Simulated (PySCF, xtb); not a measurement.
C2H2Cl2Si, SMILES C([SiH](Cl)Cl)#C.

Harmonic wavenumbers (cm⁻¹) from xtb with GFN2-xTB at its own minimum, in rising order: 90, 125, 152, 284, 291, 453, 517, 625, 627, 687, 689, 703, 2208, 2297, 3358.

### Question
What does PBE-D3(BJ)/def2-SVP in PySCF give at its own minimum? (The exact figures need the calculation; the answer reports its results.)

### Answer
104, 139, 177, 320, 331, 499, 585, 657, 709, 710, 784, 785, 2091, 2226, 3388. Paired by order, the mean absolute difference is 52 cm⁻¹ and the zero-point energies are 18.7 and 19.3 kcal/mol.
